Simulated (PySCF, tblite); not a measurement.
Compound: C5H10OSSi.
Z-matrix (Å and degrees, GFN2-xTB geometry), rows numbered from 1:
```
O 
C   1  1.3849
C   2  1.5215  1  121.55
C   2  1.4781  1  122.23  3   -71.39
C   4  1.4811  2  138.50  3   133.99
C   4  1.4764  2  136.73  3  -127.35
S   6  1.8092  4  119.41  5   109.70
Si  7  2.1422  6   99.86  4  -144.84
H   1  0.9649  2  109.38  3    71.12
H   2  1.0852  1  110.17  3   142.59
H   3  1.0796  2  118.39  4  -108.47
H   3  1.0803  2  117.96  4   107.02
H   5  1.0814  4  119.46  6   106.90
H   5  1.0809  4  117.57  6  -107.31
H   6  1.0833  4  118.82  5  -107.91
H   8  1.4502  7  102.88  6   179.62
H   8  1.4582  7  107.89  6    58.97
H   8  1.4594  7  107.39  6   -60.11
```

Jobs on this species (18 atoms, 78 electrons) with PySCF (density fitting) and tblite. Hardware of each: one thread, Arm Neoverse N1 (aarch64), shared host. Times come from a shared host and carry two figures at best.

**Question.** Rank these jobs by wall time, shortest first.
A. PBE0/pcSseg-1; shieldings, ring-centre shieldings, charges and field gradients; 200 basis functions
B. GFN2-xTB; Hessian by finite differences
C. GFN2-xTB; L-BFGS relaxation

**Answer.** B (1.2 s), C (2.6 s), A (64 s).

All jobs:

```
level and settings                                                             work  basis functions  SCF cycles  wall time
          GFN2-xTB                                    Hessian by finite differences                –           –      1.2 s
          GFN2-xTB                                                L-BFGS relaxation                –           –      2.6 s
     PBE0/pcSseg-1  shieldings, ring-centre shieldings, charges and field gradients              200          13       64 s
```

**Question.** What do all jobs in the table cost together?

**Answer.** About 68 s; the longest takes about 94 % of that, and about 53 times as long as the shortest.
